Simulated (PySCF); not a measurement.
Computed IR spectrum (relative IR intensity) of a molecule C4H4F2. Coordinates come from a r2SCAN-D4/def2-SVP optimisation. One conformer was computed; it need not be the lowest. Level of theory: r2SCAN-D4/def2-SVP in PySCF 2.14.0. No scaling factor is applied to the harmonic values.

Lines under 2 % of the strongest are left out, and lines within 2 cm⁻¹ are merged.

ν (cm⁻¹): 351 (vw), 426 (w), 507 (w), 847 (m), 877 (w), 1059 (vw), 1087 (vs), 1117 (vs), 1138 (m), 1364 (w), 1392 (m), 1470 (w), 2074 (m), 3076 (m) (against the strongest line: vs over 80 %, s over 45 %, m over 15 %, w over 4 %, vw less)

Question: Identify the compound among the candidates.
A) C=C=CC(F)F
B) F[C@@H]1C=C[C@H]1F
C) C#CCC(F)F
D) C=C(F)/C=C\F

Answer: A, C=C=CC(F)F
